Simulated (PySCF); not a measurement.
## Telling isomers of C6H12BP apart by NMR

[PySCF 2.14.0 with density-fitted response routines: GIAO PBE0/pcSseg-1 shieldings; structure optimised with PBE0-D3(BJ)/def2-SVP; non-relativistic Hamiltonian; one computed conformer; equivalent nuclei averaged; gas phase]

δ = σ(ref) − σ, references computed at the same level: $^{1}$H (σ = 31.27 ppm) and $^{13}$C (σ = 184.41 ppm) vs TMS. Splittings of carbon signals by F and P are missing where no couplings were computed. Where no couplings were computed, multiplicities follow the n + 1 count of equivalent neighbours, and m marks all less simple cases (inequivalent or close neighbours, rings, F or P nearby). Couplings to H on boron are left out. Carbons bonded to boron are broad in practice. Shifts are as computed. Against solution values, carbons near 30 ppm lie about +2 ppm off and those near 130 ppm about +5 ppm. Of 1309 compounds with measured shifts, 239 miss one by over three times the rms of a fit or turn the order of signals round; such compounds aren't used in these exercises.

(1) Tabulate the signals of `[BH3-][P+]1(C#CC)CCC1`, `[BH3-][P+]1(CC#C)CCC1`, `[BH3-][P+]1(C)C=CCC=C1` and their relative energies.

(2) What is the quickest way to tell [BH3-][P+]1(CC#C)CCC1 from [BH3-][P+]1(C)C=CCC=C1?

(3) What is the quickest way to tell [BH3-][P+]1(C#CC)CCC1 from [BH3-][P+]1(C)C=CCC=C1?

(4) What is the quickest way to tell [BH3-][P+]1(C#CC)CCC1 from [BH3-][P+]1(CC#C)CCC1?

## Answers

(1) 
```tsv
SMILES	carbon types	δC	δH	E rel. (kcal/mol)
[BH3-][P+]1(C#CC)CCC1	2×C 3×CH2 1×CH3	114.9, 78.3, 29.6, 22.9, 5.9	2.76 (m, 1H), 2.24 (m, 2H), 2.24 (m, 1H), 2.11 (s, 3H), 1.94 (m, 2H), 1.10 (br, 3H)	31.5
[BH3-][P+]1(CC#C)CCC1	1×C 1×CH 4×CH2	81.5, 76.4, 23.0, 21.3, 20.3	2.77 (m, 1H), 2.52 (m, 2H), 2.31 (m, 1H), 2.30 (m, 2H), 2.17 (m, 2H), 2.04 (t, 1H), 0.91 (br, 3H)	37.5
[BH3-][P+]1(C)C=CCC=C1	4×CH 1×CH2 1×CH3	146.6, 128.5, 33.0, 18.6	6.54 (m, 2H), 6.08 (m, 2H), 2.96 (m, 1H), 2.95 (m, 1H), 1.32 (m, 3H), 0.92 (br, 3H)	0.0
```

Energies are electronic energies at PBE0/pcSseg-1 on these geometries, without zero-point or thermal terms, each for the one conformer computed, which needn't be the lowest.

(2) Count the carbon signals: 5 against 4. The first has an alkyne carbon (C) at 81.5 ppm, the second an alkene CH at 146.6 ppm. In the proton spectra the most deshielded non-exchanging signals are 2.77 (m, 1H) and 6.54 (m, 2H).

(3) Count the carbon signals: 5 against 4. The first has an alkyne carbon (C) at 114.9 ppm, the second an alkene CH at 146.6 ppm. In the proton spectra the most deshielded non-exchanging signals are 2.76 (m, 1H) and 6.54 (m, 2H).

(4) Both give the same number of carbon signals, but DEPT or the intensities differ. The first has a propargylic methyl carbon (CH3) at 5.9 ppm, the second a terminal alkyne carbon (CH) at 76.4 ppm. Their most deshielded carbons lie at 114.9 and 81.5 ppm.
